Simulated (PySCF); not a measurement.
## A PySCF run on SeO⁺

State: ²Π (doublet), unpaired electrons π ↑.

An equivalent input (the run itself took its basis sets from the Basis Set Exchange, started from a PBE0 density and held the occupation σ 7α 7β, πx 3α 3β, πy 4α 3β, δx 1α 1β, δy 1α 1β):

```python
from pyscf import gto, dft
mol = gto.M(atom='Se 0 0 0; O 0 0 1.591', basis={'Se': 'cc-pVDZ-PP', 'O': 'cc-pVDZ'}, ecp={'Se': 'cc-pVDZ-PP'},
            charge=1, spin=1, verbose=4, symmetry='C2v')
mf = dft.UKS(mol, xc='R2SCAN')
mf.grids.atom_grid = (80, 434)
mf.grids.prune = dft.gen_grid.treutler_prune
mf.irrep_nelec = {'A1': (8, 8), 'A2': (1, 1), 'B1': (3, 3), 'B2': (4, 3)}
mf.conv_tol = 1e-9
mf.max_cycle = 60
mf.diis_space = 10
mf.kernel()
```

The log (some set-up lines and the per-cycle HOMO/LUMO lines removed):

```
******** <class 'pyscf.dft.uks_symm.SymAdaptedUKS'> ********
method = SymAdaptedUKS
damping factor = 0
level_shift factor = 0
DIIS = <class 'pyscf.scf.diis.CDIIS'>
diis_start_cycle = 1
diis_space = 10
diis_damp = 0
SCF conv_tol = 1e-09
SCF conv_tol_grad = None
SCF max_cycles = 60
number electrons alpha = 16  beta = 15
Set gradient conv threshold to 3.16228e-05
init E= -447.809674912414
cycle= 1 E= -447.809873407935  delta_E= -0.000198  |g|= 0.0446  |ddm|= 0.148
cycle= 2 E= -447.787416107534  delta_E= 0.0225  |g|= 0.227  |ddm|= 0.319
cycle= 3 E= -447.810830242841  delta_E= -0.0234  |g|= 0.0113  |ddm|= 0.25
cycle= 4 E= -447.810900369635  delta_E= -7.01e-05  |g|= 0.000954  |ddm|= 0.0162
cycle= 5 E= -447.810902107263  delta_E= -1.74e-06  |g|= 0.000521  |ddm|= 0.00357
cycle= 6 E= -447.810904708269  delta_E= -2.6e-06  |g|= 0.0003  |ddm|= 0.00983
cycle= 7 E= -447.810905199568  delta_E= -4.91e-07  |g|= 7.13e-05  |ddm|= 0.00516
cycle= 8 E= -447.810905218545  delta_E= -1.9e-08  |g|= 2.21e-05  |ddm|= 0.00105
cycle= 9 E= -447.810905219079  delta_E= -5.34e-10  |g|= 5.37e-06  |ddm|= 0.000138
Extra cycle  E= -447.810905218822  delta_E= 2.57e-10  |g|= 2.5e-05  |ddm|= 3.72e-05
converged SCF energy = -447.810905218822  <S^2> = 0.75332554  2S+1 = 2.0033228
```

Repeating this along the bond gives Re = 1.601 Å and ωe = 1031 cm⁻¹.

A point of this curve took 1.1 CPU seconds beside 0.13 for the integrals (shared host).

Spin–orbit coupling is left out. The state was picked by a PBE0 search and need not be the measured ground state.
